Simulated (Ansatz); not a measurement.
Si₅O₄, 9 atoms. Hardware: 4 threads of Arm Neoverse V1 on a shared host.

Correlated methods freeze 29 core orbitals.

(1) How many basis functions does each of these Ansatz runs have, and roughly what does it cost? PBE-D4/def2-TZVP, charge 0 singlet, energy and forces, from earlier orbitals; PBE0-D4/def2-TZVP, charge 0 singlet, energy, from earlier orbitals; PBE-D4/def2-SVP, charge 0 singlet, relaxation, 18 steps; PBE0-D4/def2-SVP, charge 0 singlet, energy, from earlier orbitals; r2SCANh-D4/def2-TZVP, charge 0 singlet, energy, from earlier orbitals; PBE-QIDH/def2-TZVP, charge 0 singlet, energy, from earlier orbitals; BHLYP-D4/def2-TZVP, charge 0 singlet, energy, from earlier orbitals; HF/STO-3G, charge 0 singlet, energy; MP2/def2-TZVP, charge 0 singlet, energy, from earlier orbitals; r2SCAN-D4/def2-TZVP, charge 0 singlet, energy, from earlier orbitals; PBE-D4/def2-SVP, charge 0 singlet, energy, from earlier orbitals; CCSD(T)/def2-SVP, charge 0 singlet, energy, from earlier orbitals.

Answers

(1) Other jobs shared the machine, so times can vary by a factor of up to 3. A dash marks memory too small to be measured apart from the calling script's.

```
                                                                         run  functions  fitting or Cholesky vectors  wall time  peak host memory (GiB)
                                         HF/STO-3G, charge 0 singlet, energy         65                          784     0.45 s                       –
            PBE-D4/def2-SVP, charge 0 singlet, energy, from earlier orbitals        146                         1552        2 s                       –
           PBE0-D4/def2-SVP, charge 0 singlet, energy, from earlier orbitals        146                         1335      3.3 s                       –
PBE-D4/def2-TZVP, charge 0 singlet, energy and forces, from earlier orbitals        309                         1864      6.5 s                    0.58
        r2SCAN-D4/def2-TZVP, charge 0 singlet, energy, from earlier orbitals        309                         1864       12 s                    0.62
         BHLYP-D4/def2-TZVP, charge 0 singlet, energy, from earlier orbitals        309                         2098       13 s                     1.5
              MP2/def2-TZVP, charge 0 singlet, energy, from earlier orbitals        309                         1911       15 s                     1.1
          PBE0-D4/def2-TZVP, charge 0 singlet, energy, from earlier orbitals        309                         1944       15 s                     1.4
       r2SCANh-D4/def2-TZVP, charge 0 singlet, energy, from earlier orbitals        309                         1864       17 s                     1.4
         PBE-QIDH/def2-TZVP, charge 0 singlet, energy, from earlier orbitals        309                         1911       20 s                     1.1
           CCSD(T)/def2-SVP, charge 0 singlet, energy, from earlier orbitals        146                         1335       28 s                    0.95
                     PBE-D4/def2-SVP, charge 0 singlet, relaxation, 18 steps        146                         1552       31 s                       –
```
